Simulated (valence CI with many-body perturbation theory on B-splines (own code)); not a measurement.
## E1 transitions of Zr+

Calculated by valence CI with perturbative core correlation (CI+MBPT): three valence electrons over a frozen Dirac-Fock core [Kr], radial functions for each j: 7 s, 7 p, 8 d, 6 f, 4 g, 1 h, with the one-electron correlation potential Σ1 (screened to all orders), the two-electron term Σ2, the three-electron term Σ3, Breit, model QED; selected single and double excitations, second order for the rest, scaled by the run's own slope (own B-spline code, finite nucleus).

Against 29 measured levels this calculation errs by 246 cm⁻¹ on average and by 602 at most. These come from a selection out of the NIST Handbook of Basic Atomic Spectroscopic Data. Levels without a partner in it may be off by more, other configurations by 1,000 to 4,000 cm⁻¹.

Lines 301 to 350 of 524 in falling wavelength, among levels below 76582 cm⁻¹, chosen from the strongest by gf and those to the six lowest levels. Wavelengths and rates use the calculated energies, so an error of 200 cm⁻¹ moves a line at 305.4 nm by 0.61 % and its rate by three times that or more. Electric multipoles are in the length gauge, E1 and E2 with the static RPA response of the core. Weak lines are less certain than strong ones. Lines between different terms over intervals too small for the method are left out, as are lines whose strength nearly cancels. Where a level lies close to another of its J and parity, the split of strength between their lines is uncertain. The highest levels of a list are the least certain.

Names give the largest LS component (configuration and term), which can be under half, so a name can repeat, a term be missing and a line seem to break the LS rules; names also repeat where a configuration has a term twice. Letters in brackets count levels of one name in rising energy.

```tsv
λ vac (nm)	λ from measured levels	Upper	Lower	A (s⁻¹)	log gf	Branch %
305.4	298.2	4d2 5p 2F°_7/2 [b]	4d2 5s 2D_5/2	4.71e+07	-0.28	17.5
305.1		4d2 5p 2G°_9/2 [b]	4d3 2G_9/2	9.60e+07	0.13	30.6
304.5		4d2 5d 4P_1/2 [a]	4d2 5p 4D°_3/2 [a]	1.48e+08	-0.39	46.4
304.0		4d2 5d 4H_7/2	4d2 5p 4F°_5/2	1.04e+08	0.06	24.1
303.9		4d2 5d 4G_11/2	4d2 5p 4F°_9/2	1.15e+08	0.28	27.2
303.5		4d2 5d 4D_5/2 [a]	4d2 5p 2D°_5/2 [a]	6.63e+07	-0.26	17.5
303.4		4d2 5d 2G_7/2 [b]	4d2 5p 2F°_5/2 [b]	1.24e+08	0.14	32.5
303.4		4d2 5d 2I_13/2	4d2 5p 2H°_11/2	3.79e+08	0.86	100.0
303.2		4d2 5d 4G_9/2	4d2 5p 4F°_7/2	1.01e+08	0.15	23.8
303.2		4d2 5d 2F_7/2 [a]	4d2 5p 2D°_5/2 [a]	3.27e+07	-0.44	8.5
303.1		4d2 5p 2D°_3/2 [b]	4d2 5s 4F_3/2	1.39e+07	-1.12	13.3
303.1		4d2 5d 4D_5/2 [a]	4d2 5p 4F°_7/2	7.57e+07	-0.20	20.0
303.0		4d2 5d 4D_7/2	4d2 5p 4F°_9/2	7.35e+07	-0.09	19.4
302.5		4d2 5p 2G°_7/2 [b]	4d3 2G_7/2	8.39e+07	-0.04	24.9
302.5		4d2 5d 4P_5/2 [a]	4d2 5p 4D°_7/2 [a]	1.47e+08	0.08	45.9
302.2		4d2 5p 2D°_5/2 [b]	4d2 5s 4F_5/2	6.07e+06	-1.30	6.0
301.7		4d2 5d 4H_9/2	4d2 5p 2F°_7/2 [a]	3.19e+07	-0.36	7.5
301.6		4d2 5d 2P_3/2 [b]	4d2 5p 4D°_5/2 [a]	9.08e+07	-0.31	28.0
301.5		4d2 5d 4G_7/2	4d2 5p 4F°_5/2	8.97e+07	-0.01	20.9
301.5		4d2 6s 2G_9/2	4d2 5p 2F°_7/2 [b]	2.94e+07	-0.40	9.3
301.2		4d2 5d 2D_3/2 [c]	4d2 5p 2P°_1/2 [b]	6.89e+07	-0.43	22.4
301.0		4d2 5d 2F_5/2 [a]	4d2 5p 4F°_3/2	1.11e+08	-0.04	28.9
300.8		4d2 5d 2H_11/2 [b]	4d2 5p 2H°_11/2	1.53e+08	0.40	40.7
300.8		4d2 5d 4D_3/2 [a]	4d2 5p 4F°_5/2	1.15e+08	-0.21	30.1
299.7		4d2 5d 4G_5/2	4d2 5p 2D°_3/2 [a]	1.46e+08	0.07	34.7
299.4	296.5	4d2 5p 2G°_7/2 [a]	4d2 5s 4F_7/2	9.58e+05	-1.99	0.5
299.4		4d2 5d 4F_7/2 [b]	4d 5s 5p 4F°_9/2	3.49e+07	-0.43	9.2
299.4		4d2 5p 2D°_5/2 [b]	4d2 5s 4F_3/2	1.54e+06	-1.91	1.5
298.1	295.3	4d2 5p 2G°_9/2 [a]	4d2 5s 4F_9/2	2.81e+06	-1.43	1.3
298.0		4d2 5d 4F_7/2 [b]	4d2 5p 4P°_5/2	4.73e+07	-0.30	12.5
298.0		4d2 5d 2I_11/2	4d2 5p 2H°_9/2	3.55e+08	0.75	91.1
297.7		4d2 5d 2F_7/2 [a]	4d2 5p 2F°_7/2 [a]	1.14e+08	0.08	29.5
296.7		4d2 5d 4D_1/2 [b]	4d2 5p 4P°_1/2	1.37e+08	-0.44	39.1
296.6		4d2 5d 4D_1/2 [a]	4d2 5p 2D°_3/2 [a]	1.80e+08	-0.32	46.9
295.6		4d2 5d 4H_7/2	4d2 5p 2F°_5/2 [a]	4.11e+07	-0.37	9.5
295.6		4d 5p2 2P_3/2	4d2 5p 2P°_3/2 [b]	6.84e+07	-0.45	7.1
295.4		4d2 5d 2H_9/2 [b]	4d2 5p 2H°_9/2	1.32e+08	0.24	35.3
294.9		4d2 5d 4F_7/2 [c]	4d2 5p 4P°_5/2	9.33e+07	-0.01	24.5
294.8		4d2 5d 2P_3/2 [c]	4d2 5p 2S°_1/2	8.27e+07	-0.37	26.9
294.7		4d2 5d 2H_11/2 [b]	4d2 5p 2H°_9/2	2.26e+07	-0.45	6.0
294.7		4d2 5d 4G_11/2	4d2 5p 4G°_11/2	1.69e+08	0.42	39.9
294.1		4d 5s 5p 2F°_5/2 [a]	4d2 5s 2G_7/2	2.71e+08	0.32	71.6
293.8		4d2 5d 4D_5/2 [b]	4d2 5p 4P°_3/2	8.05e+07	-0.20	21.1
293.0		4d2 5d 2F_5/2 [a]	4d2 5p 2F°_5/2 [a]	1.23e+08	-0.02	32.1
293.0		4d2 5p 2H°_9/2	4d3 2G_7/2	3.67e+07	-0.33	17.6
292.6		4d2 5d 4F_5/2 [a]	4d2 5p 4D°_3/2 [a]	5.09e+07	-0.41	17.9
292.4		4d2 5d 2D_5/2 [a]	4d2 5p 4D°_5/2 [a]	4.93e+07	-0.42	13.5
292.0		4d2 5p 4D°_3/2 [b]	4d3 4F_5/2	5.20e+07	-0.58	19.3
292.0		4d2 5d 4F_7/2 [a]	4d2 5p 4D°_5/2 [a]	5.74e+07	-0.23	20.2
292.0		4d2 5p 4D°_1/2 [b]	4d3 4F_3/2	7.51e+07	-0.72	25.8
```
